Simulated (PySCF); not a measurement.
What builds the first ionisation energy along group 10

Calculated with PySCF 2.14 from differences of total energies of unrestricted determinants, without spin-orbit coupling. Each column adds one step, in eV (sums use unrounded values): valence MP2, valence CCSD, valence triples, then the next inner shell at CCSD(T) (Ni 3s 3p, Pd 4s 4p, Pt 5s 5p). References (NIST) marked * lie between the lowest fine-structure levels; the others compare directly ((s) semi-empirical, (t) theoretical).

| element | UHF | + MP2 | + CCSD | + (T) | + inner shell | sum | reference |
| --- | --- | --- | --- | --- | --- | --- | --- |
| Ni [Ar] 3d8 4s2 → [Ar] 3d9 (ANO-RCC-VTZP, spin-free X2C) | 8.235 | -1.372 | 0.887 | -0.051 | -0.108 | 7.591 | 7.640 * |
| Pd [Kr] 4d10 → [Kr] 4d9 (ANO-RCC-VTZP, spin-free X2C) | 6.289 | 2.427 | -0.602 | 0.199 | 0.044 | 8.357 | 8.512 |
| Pt [Xe] 4f14 5d9 6s1 → [Xe] 4f14 5d9 (ANO-RCC-VTZP, spin-free X2C) | 7.586 | 1.376 | -0.231 | 0.075 | 0.109 | 8.915 | 8.959 * |

What remains against the references is mostly basis incompleteness and, for starred values, spin-orbit coupling.

These are valence bases, so the inner-shell step is incomplete.
